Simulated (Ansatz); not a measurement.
System: ZrO₂, net charge 1, doublet state. The spin state was set by rule; other spins were not relaxed. 
Geometry from a B3LYP-D3(BJ)/def2-TZVP (Ansatz, a first-principles code) optimisation:
```xyz
3

Zr    -0.0016     0.3348     0.0759
O      1.0212    -0.5814    -1.0069
O     -1.0132    -1.0924     0.6276
```
Charge +1, spin multiplicity 2.

Basis-set convergence of Hartree-Fock and MP2 correlation energies (hartree) with Ansatz. Valence correlation only, unless marked. UHF or UKS for open shells. No spin-orbit coupling. Frozen are the shells of the preceding noble gas and the d and f shells that filled before the atom's block. In def2 rows, elements after Kr have scalar-relativistic effective core potentials.

The UHF reference is spin-contaminated (<S^2> 0.26 over the pure value in the largest basis). The T1 diagnostic of CCSD in the largest basis is 0.056, which is high, so the coupled-cluster rows are less sure than usual.

| basis | functions | E(HF) | E(corr, MP2) |
|---|---|---|---|
| def2-SVP | 59 | -195.85588 | -0.43491 |
| def2-TZVPP | 118 | -196.06398 | -0.53822 |
| def2-QZVPP | 195 | -196.07340 | -0.57733 |

Extrapolating the two largest sets (X = 3 and 4) as X^-3: E(corr) = (64·(-0.57733) - 27·(-0.53822))/37 = -0.6059 Eh, an estimate of the basis-set limit. The largest set recovers 95.3 % of it, the smallest 71.8 %.
